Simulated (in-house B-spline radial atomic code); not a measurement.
Configurations of the praseodymium ion Pr⁴⁺, with energies counted from [Xe] 4f1. All numbers are computed (scalar-relativistic (X2C) PBE0, spin-polarised, spherical fractional occupations, exact exchange averaged over the configuration; Fermi nucleus of rms radius 4.8919 fm) with a radial B-spline atomic code at the basis-set limit, not measured. Shells without spins written out take the highest spin.

Occupations are held fixed; configurations that lie above the ionisation limit could autoionise.

```json
{"configuration": "[Xe] 6s1", "E - E(ref) (eV)": "22.736", "highest orbital": "6s up", "its <r> (bohr)": "2.963"}
{"configuration": "[Kr] 4d10 4f1 5s2 5p5 5d1", "E - E(ref) (eV)": "24.784", "highest orbital": "5d up", "its <r> (bohr)": "2.043"}
{"configuration": "[Xe] 5f1", "E - E(ref) (eV)": "36.488", "highest orbital": "5f up", "its <r> (bohr)": "3.377"}
{"configuration": "[Xe] 6d1", "E - E(ref) (eV)": "36.599", "highest orbital": "6d up", "its <r> (bohr)": "4.241"}
{"configuration": "[Xe] 6f1", "E - E(ref) (eV)": "44.297", "highest orbital": "6f up", "its <r> (bohr)": "6.013"}
```

Task: Order these further configurations by energy, lowest first.
A. [Xe] 6p1
B. [Kr] 4d9 4f1 5s2 5p6 6s1
C. [Kr] 4d10 4f1 5s2 5p5 6s1
D. [Kr] 4d9 4f2 5s2 5p6
E. [Xe] 5d1

Result: E (15.182 eV), A (28.658 eV), C (32.009 eV), D (111.47 eV), B (136.35 eV).
